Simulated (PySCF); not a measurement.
Question: Write Cartesian coordinates for InChI=1S/C4F3/c1-2-3(5)4(6)7/q-1 as optimised with GFN2-xTB. (Charge -1.)

Answer: 
```
atom  x, y, z in Å
C1     2.6792   -0.0028   -0.2347
C2     1.4602    0.1871   -0.0938
C3     0.1027    0.4368    0.0703
F4    -0.3062    1.7454    0.3540
C5    -0.9131   -0.4372   -0.0087
F6    -2.2440   -0.1623    0.1573
F7    -0.7755   -1.7619   -0.2715
```

Orientation and origin are arbitrary. Atoms count from 1 in this order. The 3 C–C bonds span 1.242 Å (C1≡C2, drawn triple) to 1.390 Å (C2–C3, drawn single), a spread of 0.148 Å. The 3 C–F bonds span 1.358 Å (C5–F7, drawn single) to 1.400 Å (C3–F4, drawn single), a spread of 0.042 Å. The 7 heavy atoms lie in one plane (0.000 Å rms). C5 (=CF2 carbon) is planar (angles 126.7°, 124.8° and 108.5°, sum 360.0°, 0.00 Å off the plane of its three neighbours).

Bonds between heavy atoms (Å): C1≡C2 1.242, C2–C3 1.390, C3–F4 1.400, C3=C5 1.342, C5–F6 1.369, C5–F7 1.358.

Structure optimised with GFN2-xTB, isolated species.

Point group: Cs (every atom within 0.08 Å of its image). No GFN2-xTB frequencies stand behind this structure, so it isn't proved a minimum.

These are computed values.
